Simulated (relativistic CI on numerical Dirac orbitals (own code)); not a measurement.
Gd¹⁷⁺: sensitivity of the levels to the model

Base calculation: Dirac-Coulomb-Breit CI, separate exchange-only KLI orbitals for each configuration, model QED (radiative potential, 1s self-energy scaled to tabulated hydrogen-like ionisation energies), unscaled Slater integrals.

Configurations in the expansion (outside the closed core [Ar] 3d10): 4s²4p⁶4d¹⁰4f, 4s²4p⁶4d¹⁰5s, 4s²4p⁶4d¹⁰5p, 4s²4p⁶4d⁹4f², 4s²4p⁶4d¹⁰5d, 4s²4p⁶4d¹⁰5f, 4s²4p⁶4d¹⁰6s, 4s²4p⁶4d⁹4f5s, 4s²4p⁵4d¹⁰4f², 4s²4p⁶4d¹⁰6p, 4s²4p⁶4d¹⁰5g, 4s²4p⁶4d⁹4f5p, 4s²4p⁶4d¹⁰6d, 4s4p⁶4d¹⁰4f², 4s²4p⁶4d¹⁰6f, 4s²4p⁶4d¹⁰7s, 4s²4p⁶4d¹⁰7p, 4s²4p⁶4d⁹4f5d, 4s²4p⁶4d¹⁰8s, 4s²4p⁵4d¹⁰4f5s. Double excitations out of closed p, d and f shells are left out; levels of such configurations are missing from the list, as are those of other unlisted configurations, and high levels can miss mixing partners.

Variants: (1) valence Slater integrals scaled by 0.9; (2) Breit term removed. Shifts of the energy above 4s²4p⁶4d¹⁰4f ²F°5/2, in cm⁻¹, for the lowest level and the first level of each name with at least 55 % of one term (blank where a level changes its place among those of its configuration and J or its character, or is not in the variant):

```tsv
Level	Base	Δ(1)	Δ(2)
4s²4p⁶4d¹⁰4f ²F°5/2	0	0	0
4s²4p⁶4d¹⁰4f ²F°7/2	8688	-1	+616
4s²4p⁶4d¹⁰5s ²S1/2	190289	+1907	-2049
4s²4p⁶4d¹⁰5p ²P°1/2	421452	+1860	-2983
4s²4p⁶4d¹⁰5p ²P°3/2	502826	+1856	-2012
4s²4p⁶4d¹⁰5d ²D3/2	880169	+983	-1325
4s²4p⁶4d¹⁰5d ²D5/2	896147	+921	-939
4s²4p⁶4d⁹4f² ⁴F3/2	1111021	+8284	+1477
4s²4p⁶4d⁹4f² ⁴F5/2	1113864	+8063	+1531
4s²4p⁶4d⁹4f² ⁴F7/2	1119202	+7902	+1860
4s²4p⁶4d⁹4f² ⁴F9/2	1127274	+7623	+2390
4s²4p⁶4d⁹4f² ⁴D5/2	1143457	+5310	+1737
4s²4p⁶4d⁹4f² ⁴K15/2	1146262	+5005	+2497
4s²4p⁶4d⁹4f² ⁴K17/2	1146564	+5382	+3079
4s²4p⁶4d⁹4f² ⁴K13/2	1147500	+4395	+1944
4s²4p⁶4d⁹4f² ⁴D3/2	1148304	+5266	+1795
4s²4p⁶4d⁹4f² ⁴G11/2	1148890	+4883	+2271
4s²4p⁶4d⁹4f² ⁴D1/2	1153657	+5277	+1970
4s²4p⁶4d⁹4f² ⁴H13/2	1155846	+4260	+2527
4s²4p⁶4d⁹4f² ²F7/2	1155945	+4488	+2240
4s²4p⁶4d⁹4f² ²D3/2	1168567	+3476	+2148
4s²4p⁶4d⁹4f² ⁴I15/2	1175744	+2550	+2880
```

At this charge transitions that keep the count of f electrons are usually good to a few per cent. Terms inside the open d or f shell come out 10 to 20 % too wide with unscaled integrals. Levels that differ in their count of f electrons can be misplaced by several ten thousand cm⁻¹, since the correlation energy of f electrons is missing or only estimated; rates across such gaps can be off by orders of magnitude.

Ionisation energy from one configuration of each of the two ions, the ground ones as tabulated or assumed: base 382.578 eV. The NIST ASD value (theoretical) is 384.4 ± 2.5 eV.

LS names give the leading component of a level, which can be under half, so a name can repeat, a term be missing and a line seem to break the LS rules.
